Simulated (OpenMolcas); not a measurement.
Ir6+ among 2 point charges of -3 e arranged as a linear pair (D∞h).

| Quantity | Value |
| --- | --- |
| Program | OpenMolcas 26.06 |
| Method | SS-CASPT2, IPEA 0.25 Eh, imaginary shift 0.1 Eh (closed shells correlated: 5s 5p) |
| Basis | ANO-RCC-VDZP [7s6p4d2f] |
| Scalar Hamiltonian | DKH2, point nucleus |
| Active space | 3 electrons in 5 orbitals (5d) |
| State averaging | 2S+1 = 4 even, 10 roots; 2S+1 = 2 even, 40 roots |
| Spin-orbit coupling | RASSI with atomic mean-field integrals over the reference wave functions |

All point charges move together. At R = 1.81 Å the first state of the same spin is 7450 cm-1, and at R = 1.93 Å it is 5770 cm-1.

A third run gives 4700 cm-1. What distance was it run at?

With a power law R^-n the two known points give n = -ln(5770 / 7450) / ln(1.93 / 1.81) = 3.98. Then R = 1.81 × (7450 / 4700)^(1/3.98) = 2.032 Å. The run was at 2.02 Å, so the estimate is off by +0.012 Å.

Roots that are degenerate in the reference are averaged as groups; the widest CASPT2 spread within a group is 16 cm-1 (the 2-fold group of multiplicity 2 near 58200 cm-1 above the lowest state of its run, R = 1.93). Shifts and gaps below about the spread of the groups concerned are not significant. Free-ion shares, where given, are those of the reference states; single-state CASPT2 does not remix them. Spin-orbit coupling mixes the spin-free states strongly: the lowest level takes only 53 % from its leading state, 4Π (figures for R = 1.81; the like holds for R = 1.93, R = 2.02). Point charges carry no covalency, so the field is a model and not that of real ligands. No measured value stands beside these numbers.
